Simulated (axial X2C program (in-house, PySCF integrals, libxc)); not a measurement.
## What spin–orbit coupling does to MgSe⁺

All values were computed with an in-house all-electron X2C program for linear molecules (integrals from PySCF). Spin-free means the one-electron spin-free X2C Hamiltonian; two-component (2c) means X2C with spin–orbit coupling and atomic mean-field two-electron Coulomb and Gaunt terms, so the difference of the two also holds small scalar two-electron terms. Basis: Se dyall-cv3z [8s9p6d4f1g], Mg dyall-cv3z [9s8p6d3f] (cores contracted in-house); Gaussian nuclei, density fitting, unrestricted open shells. Masses: Se 79.917 u, Mg 23.985 u.

Spin-free state: M_S = 1/2, Λ = 1 (beyond evenly filled blocks: π+α, π+β, π-α); fragments Se + Mg+.

```json
{"level": "PBE0", "Re (Å)": "2.359", "ωe (cm⁻¹)": "383.2", "De (eV)": "1.895", "μ (D)": "10.40"}
```

Dipoles are positive if Mg is the positive end and refer to the centre of mass.

Question: Within this multiplet, which Ω should lie lowest by the rule for regular and inverted multiplets?

Answer: The open π shell holds three electrons, one hole, so the multiplet is inverted: Ω = Λ + 1/2 = 3/2. The PBE0 2c search agrees.

Two-component determinant lowest at the distance of the search:

Ω = 3/2 (⟨Sz⟩ = 0.50, ⟨Lz⟩ = 1.00 at PBE0); fragments Se + Mg+.

```csv
level,Re (Å),ωe (cm⁻¹),De (eV),μ (D)
PBE0,2.362,379.8,1.948,10.36
```

Question: From the two tables, how do the constants change at the PBE0 level (2c against spin-free)?

Answer: At the PBE0 level Re rises by 0.003 Å and ωe falls by 3.4 cm⁻¹; De changes by 0.053 eV.

One determinant describes the state; a PBE0 search over occupations chose it and may have missed a lower one. Dissociation energies refer to the lowest single-determinant-based atoms at the same level and basis. Density functionals use the spin component along the axis (collinear). The functionals have no current-density term, which raises determinants with orbital currents, atoms included.
